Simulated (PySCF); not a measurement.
**Working out the ionisation energy of Sb**

Sb [Kr] 4d10 5s2 5p3 (4S) → Sb⁺ [Kr] 4d10 5s2 5p2 (3P). Computed with PySCF 2.14 in aug-cc-pVQZ-PP with one added diffuse shell each of s, p, d, f, g type with ECP28MDF (8s8p6d4f3g, 117 functions), with scalar relativity through the core potential. Frozen: 4s2 4p6 4d10. Energies in hartree (1 hartree = 27.21139 eV):

| part | Sb (lower) | Sb⁺ (upper) |
| --- | --- | --- |
| UHF | -239.277991 | -238.962832 |
| MP2 opposite-spin | -0.049070 | -0.041769 |
| MP2 same-spin | -0.017373 | -0.008090 |

**Question.** What does Hartree-Fock give?

**Answer.** (-238.962832) − (-239.277991) = 0.315159 hartree = 8.576 eV.

**Question.** What do MP2 and SCS-MP2 (6/5 opposite-spin, 1/3 same-spin) give?

**Answer.** The opposite-spin parts differ by 0.199 eV and the same-spin parts by 0.253 eV. MP2: 8.576 + (0.199) + (0.253) = 9.028 eV. SCS-MP2: 8.576 + 1.2 × (0.199) + (0.253)/3 = 8.899 eV.

Measured between the centres of the two terms (NIST): 9.124 eV, so MP2 (valence) is off by -0.096 eV.

What remains against the reference includes basis incompleteness, the frozen core and correlation beyond second order.
